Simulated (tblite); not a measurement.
Species: C₅H₁₂O₃S.
Cartesian coordinates in Å at the GFN2-xTB level; atoms count from 1:
```xyz
21
C5H12O3S angstrom
C      2.2124    1.5036   -0.8876
O      1.2734    0.9578    0.0078
C      1.0294   -0.4118   -0.2245
C     -0.1411   -0.8603    0.6233
C     -0.3483   -2.3600    0.6010
S     -1.6683   -0.1041   -0.0819
C     -1.6848    1.6270    0.4666
O     -2.8045   -0.7551    0.5163
O     -1.5744   -0.1417   -1.5174
H      3.1724    0.9780   -0.8228
H      2.3491    2.5441   -0.6001
H      1.8475    1.4507   -1.9197
H      0.7751   -0.5788   -1.2811
H      1.9305   -0.9984    0.0180
H     -0.0625   -0.4692    1.6364
H     -1.2830   -2.5994    1.1012
H     -0.4163   -2.7030   -0.4293
H      0.4687   -2.8803    1.0975
H     -1.9072    1.6310    1.5252
H     -0.7131    2.0541    0.2600
H     -2.4642    2.1329   -0.0894
```

All values are computed: GFN2-xTB (tblite) harmonic vibrations without scaling, gas phase. The method is semi-empirical: single wavenumbers can be off by several per cent or more. One conformer, not necessarily the lowest.

Harmonic wavenumbers (cm⁻¹): 32.0, 76.0, 102.5, 127.6, 158.1, 173.0, 202.1, 215.3, 243.0, 252.8, 295.5, 328.2, 399.5, 459.7, 477.1, 490.4, 618.9, 711.8, 851.6, 866.6, 932.6, 951.4, 992.3, 1011.7, 1103.8, 1114.2, 1117.0, 1124.8, 1140.6, 1175.1, 1188.8, 1242.4, 1248.5, 1263.5, 1268.5, 1356.8, 1401.9, 1405.7, 1418.4, 1425.9, 1466.6, 1470.1, 1472.2, 1486.4, 1488.5, 2843.3, 2896.1, 2911.2, 2931.3, 2992.1, 3021.1, 3029.5, 3039.9, 3053.4, 3065.9, 3085.8, 3097.9.

A = 2047, B = 1067, C = 853.2 MHz; mass 152.051 u (most abundant isotopes); point group C1, symmetry number 1.

Zero-point energy?

Half the sum of the wavenumbers: 37158 cm⁻¹ = 106.24 kcal/mol.

What is S at 500 K and 1 bar for an ideal gas of classical rigid rotors and harmonic oscillators?

Translation 43.56, rotation 31.08, vibration 59.68: S = 134.3 cal/(mol K).

And Cp and H(500 K) − H(0)?

Cp = 62.71 cal/(mol K), of which vibrations give 54.77 (their classical limit is 57 R = 113.3); H(500 K) − H(0) = 18.82 kcal/mol without the zero-point energy, 14.84 from vibrations.

Which modes carry the vibrational entropy at 500 K?

32.0 cm⁻¹: 6.73; 76.0 cm⁻¹: 5.01; 102.5 cm⁻¹: 4.42; 127.6 cm⁻¹: 3.99; 158.1 cm⁻¹: 3.57; 173.0 cm⁻¹: 3.39 cal/(mol K); the other 51 give 32.57 together.

What must be added to the electronic energy to get the Gibbs energy at 500 K and 1 bar?

ZPE + [H(500 K) − H(0)] − T·S = 106.24 + 18.82 − 67.16 = 57.90 kcal/mol.

Hindered rotation and anharmonicity are outside this model. Other conformers, if any are populated, would add a mixing term that is left out. The structure is chiral; the term R ln 2 for an equal mix with its mirror image is left out.

Hardware: one thread of an Intel Xeon 6975P-C, shared host. Cost: 0.67 s wall. The figure is for the frequency step alone.
